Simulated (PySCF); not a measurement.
PySCF job for CH7Si2, SMILES [SiH3]C[SiH2] (connectivity only; charge and spin as stated), charge +1, multiplicity 1, B3LYP/pcSseg-1. Coordinates come from a PBE0-D3(BJ)/def2-SVP optimisation. The spin state was assumed, not searched. The isomer is the one that the SMILES or the coordinates give; other isomers of the formula were not compared.

```python
import numpy as np
from pyscf import gto, scf, dft
from pyscf.prop.nmr import rks as nmr

mol = gto.M(
    atom='''
    Si    0.16909366    1.57459196    0.00000000
    C    -0.86013117    0.11521360    0.00000000
    Si    0.22143630   -1.53682928   -0.00000000
    H     0.66467430    2.16472064    1.26392509
    H     0.66467429    2.16472064   -1.26392509
    H    -1.47875525    0.04411519   -0.91105366
    H    -1.47875525    0.04411518    0.91105366
    H    -0.79454405   -2.61743198    0.00000000
    H     1.05803677   -1.51009945   -1.22814789
    H     1.05803676   -1.51009945    1.22814790
    ''',
    basis='pcSseg-1',
    charge=1,
    spin=0,
    max_memory=1600,
    verbose=3,
)
mf = dft.RKS(mol, xc='b3lyp')
mf.grids.level = 3
mf.conv_tol = 1e-10
mf.max_cycle = 100
mf.kernel()
n = nmr.NMR(mf)
n.verbose = 2
n.max_cycle_cphf = 60
sigma = n.kernel()
print('atom   isotropic/ppm   span/ppm')
for i, s in enumerate(sigma):
    w = np.linalg.eigvalsh((s + s.T) / 2)
    print(f'{mol.atom_symbol(i):2s}{i + 1:3d} {w.mean():14.3f} {w[2] - w[0]:11.3f}')
```

Log of the run:

```
converged SCF energy = -621.008099710708
atom   isotropic/ppm   span/ppm
Si  1          9.183     629.263
C   2        144.143     122.350
Si  3        417.623      45.040
H   4         23.668       5.898
H   5         23.668       5.898
H   6         27.984       9.569
H   7         27.984       9.569
H   8         26.377       8.199
H   9         26.963       8.686
H  10         26.963       8.686
```

Self-consistency was reached.

Cost: very roughly 12 core-seconds.
